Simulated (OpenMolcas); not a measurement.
# Co: the spin-orbit constant, worked from levels

```yaml
Program: OpenMolcas
Basis: ANO-R3 [8s5p5d3f2g1h]
Scalar_Hamiltonian: X2C, finite nucleus
Active_space: 7 electrons in 5 orbitals (3d)
State_averaging: 2S+1 = 4 even, 10 roots; 2S+1 = 2 even, 40 roots (35 in the spin-orbit step)
Spin-orbit_coupling: state interaction with AMFI integrals over the reference wave functions, term energies averaged over their components
```

Methods: CASSCF; SS-CASPT2, IPEA 0.25 Eh, imaginary shift 0.1 Eh (closed shells correlated: 3s 3p 4s). Measured levels: NIST Handbook of Basic Atomic Spectroscopic Data.

**The spin-orbit constant.** For the Hund term ⁴F of d7, E(J) = (A/2) J(J+1) + constant and ζ = -2S·A = -3A. From J = 3/2 to J = 9/2 the energy changes by 10.5 A.

| Source | E(9/2) - E(3/2) | A | ζ |
| --- | --- | --- | --- |
| CASSCF | -1829.5 | -174.2 | 523 |
| SS-CASPT2 | -1825.5 | -173.9 | 522 |
| measured | -1809.3 | -172.3 | 517 |

All in cm-1. SS-CASPT2 is off by +0.9 % and CASSCF by +1.1 %. Both methods take the spin-orbit matrix elements from the reference wave functions, so the second can move ζ only through the term energies and any multistate remixing. Second-order mixing with other terms is absorbed into this ζ.

CASPT2 does not keep the components of a term degenerate, so their means are used; among the terms shown or strongly mixed into the levels shown the widest spread is 1100 cm-1 (3d⁷ 4s² ⁴F, SS-CASPT2). Some high roots are left out of the spin-orbit mixing, which shifts the levels that they would mix with. With the s shell closed, the reference lacks s² → p², s² → d² and s → d mixing, so excited terms can stand far too high and out of order, with CASPT2 too. Without dynamic correlation excited terms often stand tens of per cent too high (terms of higher spin than the ground term too low), and those without a measured partner can miss by more than the paired ones (holds for CASSCF). Computed and measured levels are paired by configuration, term and J; levels that our copy of the source lacks, or whose pairing is in doubt (as where it misses far off the trend of its configuration), stay unpaired and out of the deviations. Only configurations of the active space appear.
